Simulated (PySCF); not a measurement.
Ru₂H₆, triplet: computed properties

Method: PySCF, UPBE0, basis Ru def2-TZVP with ECP28, H def2-TZVP (scalar-relativistic core potentials, no spin–orbit coupling, density fitting).

The structure is a minimum.

| Property | Result |
| --- | --- |
| Point group | Cs |
| Bond lengths | Ru–H 1.551 Å, Ru–H 1.570 Å, Ru–H 1.592 Å (×2), Ru–H 1.601 Å, Ru–H 1.618 Å, Ru–H 2.033 Å (×2) |
| Bond angles | H–Ru–H 67.0°, H–Ru–H 71.9°, H–Ru–H 91.8° (×2), H–Ru–H 97.2°, H–Ru–H 102.0° (×2), H–Ru–H 110.1° (×2), H–Ru–H 130.3°, H–Ru–H 139.2° (×2), Ru–H–Ru 85.4° (×2) |
| Zero-point energy | 109.4 kJ/mol |
| Heat capacity Cp at 298.15 K | 95.5 J/(mol K) |
| Atomisation energy without zero-point energy | 1702 kJ/mol |
| Lowest empty level (α) | -2.90 eV |
| Rotational symmetry number | 1 |
| Entropy at 298.15 K and 1 bar (electronic part: spin only) | 349.1 J/(mol K) |
| Principal polarisabilities | 56.7, 65.5, 134.0 bohr³ |
| Rotational constants | 1.642, 0.05092, 0.05023 cm⁻¹ |
| Spin squared ⟨S²⟩ | 2.059 |
| Enthalpy at 298.15 K above 0 K | 19.13 kJ/mol |
| Dipole moment | 0.89 D |
| Principal quadrupole moments (Buckingham, traceless) about the centre of mass | -10.21, 1.62, 8.58 D Å |
| Highest occupied level (β) | -6.44 eV |

Harmonic modes (masses in u: Ru 101.904, H 1.008):
| symmetry | ω (cm⁻¹) | IR (km/mol) | μ (u) |
| --- | --- | --- | --- |
| a'' | 39 | 16.1 | 1.04 |
| a' | 204 | 3.8 | 8.53 |
| a' | 284 | 79.2 | 1.03 |
| a'' | 343 | 0.1 | 1.01 |
| a'' | 397 | 0.3 | 1.01 |
| a' | 414 | 64.7 | 1.07 |
| a' | 541 | 35.3 | 1.07 |
| a'' | 598 | 28.9 | 1.03 |
| a' | 687 | 150 | 1.03 |
| a'' | 799 | 0.0 | 1.01 |
| a' | 826 | 8.3 | 1.02 |
| a' | 916 | 15.7 | 1.03 |
| a' | 1955 | 541 | 1.02 |
| a'' | 1977 | 58.8 | 1.02 |
| a' | 2008 | 180 | 1.02 |
| a' | 2019 | 20.1 | 1.01 |
| a' | 2124 | 84.1 | 1.02 |
| a' | 2167 | 3.1 | 1.02 |

Charges (e):
```json
{"atom": "Ru1", "Mulliken": "0.02", "Löwdin": "-0.09", "polar tensor": "0.31", "spin (Mulliken)": "2.05", "Mayer order to Ru1": "–"}
{"atom": "Ru2", "Mulliken": "-0.02", "Löwdin": "-0.20", "polar tensor": "0.48", "spin (Mulliken)": "0.20", "Mayer order to Ru1": "0.93"}
{"atom": "H3,4", "Mulliken": "0.02", "Löwdin": "0.08", "polar tensor": "-0.13", "spin (Mulliken)": "-0.04", "Mayer order to Ru1": "0.21"}
{"atom": "H5", "Mulliken": "0.07", "Löwdin": "0.09", "polar tensor": "-0.01", "spin (Mulliken)": "-0.06", "Mayer order to Ru1": "0.85"}
{"atom": "H6", "Mulliken": "-0.03", "Löwdin": "-0.01", "polar tensor": "-0.25", "spin (Mulliken)": "-0.04", "Mayer order to Ru1": "0.88"}
{"atom": "H7", "Mulliken": "0.00", "Löwdin": "0.06", "polar tensor": "0.01", "spin (Mulliken)": "-0.03", "Mayer order to Ru1": "0.05"}
{"atom": "H8", "Mulliken": "-0.07", "Löwdin": "-0.02", "polar tensor": "-0.29", "spin (Mulliken)": "-0.04", "Mayer order to Ru1": "0.11"}
```
Other Mayer orders above 0.3: Ru–H 0.79 (×2), Ru–H 0.86, Ru–H 0.95.

Mulliken populations on Ru1 (electrons outside its core potential): s 2.59, p 6.37, d 7.02, f 0.01.

Outer orbital energies (eV). α occupied: -9.82, -9.25, -8.24, -7.93, -7.24, -7.06, -6.99, -6.87; empty: -2.90, -2.48, -2.45, -0.95. β occupied: -10.91, -9.73, -9.53, -8.86, -7.64, -7.36, -6.46, -6.44; empty: -2.79, -2.71, -2.61, -2.03.

Other isomers or separated fragments may lie lower. With open d or f shells other occupations or spin states may lie lower. At this level a singlet minimum of C2 symmetry lies 76 kJ/mol below this structure.

The final relaxation and frequency run took 4.8 min on 4 threads of a shared Arm Neoverse V1 host, with 116 basis functions and 38 gradients; the process peaked at 2.3 GiB. Launch command: `OMP_NUM_THREADS=4 python axn.py task.json out`.
